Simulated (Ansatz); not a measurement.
Consider the substitution at a C–Si bond: `C[SiH2][SiH](O)O` + `OBCCl` → `COBCCl` + `O[SiH](O)[SiH3]`.

Computed with Ansatz on PBE0-D4/def2-TZVP structures; ΔE is electronic, products minus reactants. CCSD(T)/CBS is the MP2 limit (def2-TZVPP, def2-QZVPP) plus CCSD(T) − MP2 in def2-TZVPP, frozen cores. This one scheme is used for every species. Functionals use def2-TZVPP. One conformer a species, not always the lowest.

`C[SiH2][SiH](O)O`:

```xyz
13

C     0.200    1.550   -1.534
Si    0.607    1.007    0.215
Si   -0.145   -1.170    0.615
O    -1.711   -1.185    0.099
O     0.008   -1.494    2.226
H    -0.877    1.497   -1.704
H     0.529    2.576   -1.712
H     0.690    0.904   -2.267
H    -0.026    1.923    1.205
H     2.081    1.048    0.443
H     0.606   -2.236   -0.120
H    -2.170   -2.024    0.051
H     0.207   -2.395    2.483
```

`OBCCl`:

Cartesian coordinates in Å:
```
O -1.682 0.015 0.301
B -0.477 0.593 0.396
C 0.825 -0.078 -0.185
Cl 0.498 -1.659 -0.961
H -1.627 -0.837 -0.158
H -0.400 1.656 0.943
H 1.566 -0.249 0.600
H 1.298 0.560 -0.935
```

`COBCCl`:

Cartesian coordinates in Å:
```
C 1.466 0.771 1.048
O 0.253 0.100 0.769
B -0.275 0.060 -0.463
C -1.590 -0.777 -0.679
Cl -1.079 -2.164 -1.701
H 1.858 1.269 0.157
H 2.196 0.043 1.408
H 1.288 1.508 1.832
H 0.260 0.629 -1.376
H -2.366 -0.249 -1.233
H -2.011 -1.189 0.238
```

`O[SiH](O)[SiH3]`:

Cartesian coordinates in Å:
```
O -1.736 0.859 0.460
Si -0.118 0.782 0.156
O 0.271 1.286 -1.363
Si 0.701 -1.410 0.276
H -2.309 0.279 -0.044
H 0.457 1.695 1.177
H 0.122 2.208 -1.580
H -0.036 -2.281 -0.682
H 0.499 -1.955 1.647
H 2.151 -1.463 -0.048
```

```csv
species,r2SCAN energy (Eh)
`C[SiH2][SiH](O)O`,-772.41005
`OBCCl`,-600.80146
`COBCCl`,-640.08037
`O[SiH](O)[SiH3]`,-733.09368
```

Work out ΔE.

ΔE = (-640.08037) + (-733.09368) − (-772.41005) − (-600.80146) = 0.03746 Eh = +1.02 eV. CCSD(T)/CBS gives +1.02 eV.

Largest T1 diagnostic among the species: 0.013.

The D4 term adds +0.04 eV with B3LYP and +0.02 eV with PBE0; it sums over pairs of atoms, weighted by their polarisabilities, and B3LYP, whose exchange is more repulsive, gets the larger term. In def2-TZVPP, CCSD(T) changes the Hartree–Fock value by +0.15 eV (the triples alone add +0.01 eV) and MP2 by +0.24 eV.

B3LYP here is the variant with VWN-RPA as its local correlation; programs differ in this.
